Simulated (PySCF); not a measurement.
**Working out the ionisation energy of Sn⁺**

Sn⁺ [Kr] 4d10 5s2 5p1 (2P) → Sn²⁺ [Kr] 4d10 5s2 (1S). Calculation: PySCF 2.14, in aug-cc-pwCVTZ-DK3; the spin-free X2C one-electron Hamiltonian (Gaussian nucleus). Frozen: [Ar] 3d10. Energies in hartree (1 hartree = 27.21139 eV):

```
             part   Sn⁺ (lower)  Sn²⁺ (upper)
              UHF  -6173.287229  -6172.781870
MP2 opposite-spin     -0.473321     -0.465371
    MP2 same-spin     -0.242854     -0.236469
```

Problem. What does Hartree-Fock give?

Solution. (-6172.781870) − (-6173.287229) = 0.505359 hartree = 13.752 eV.

Problem. What do MP2 and SCS-MP2 (6/5 opposite-spin, 1/3 same-spin) give?

Solution. The opposite-spin parts differ by 0.216 eV and the same-spin parts by 0.174 eV. MP2: 13.752 + (0.216) + (0.174) = 14.142 eV. SCS-MP2: 13.752 + 1.2 × (0.216) + (0.174)/3 = 14.069 eV.

Measured between the centres of the two terms (NIST): 14.282 eV, so MP2 (valence and next inner shell) is off by -0.140 eV.

What remains against the reference includes basis incompleteness, the frozen core and correlation beyond second order.
